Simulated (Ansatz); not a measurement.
Basis-set series for C$_{3}$H$_{8}$Ge, SMILES `C=C[CH2][GeH3]`. The species carries charge 0 and has multiplicity 1. Geometry: relaxed with PBE0-D4/def2-TZVP. It is one conformer, not always the lowest.

```tsv
functional	basis	functions	energy (Eh)	HOMO (eV)	LUMO (eV)
PBE0-D4	def2-TZVPP	253	-2195.73970	-7.10	0.11
PBE0-D4	def2-QZVPP	500	-2195.79141	-7.11	0.02
ωB97M-V	def2-TZVPP	253	-2195.95345	-9.28	2.13
ωB97M-V	def2-QZVPP	500	-2196.00399	-9.28	1.78
```

(1) Give the rows for def2-SVP. (Estimate.)

Results:

(1) The calculation gave: 
| functional | basis | functions | energy (Eh) | HOMO (eV) | LUMO (eV) |
| --- | --- | --- | --- | --- | --- |
| PBE0-D4 | def2-SVP | 114 | -2195.34890 | -7.06 | 0.34 |
| ωB97M-V | def2-SVP | 114 | -2195.55464 | -9.23 | 2.48 |

Positive LUMOs are unbound and depend on the basis. Scalar relativity is left out up to krypton.

All numbers were calculated with Ansatz.
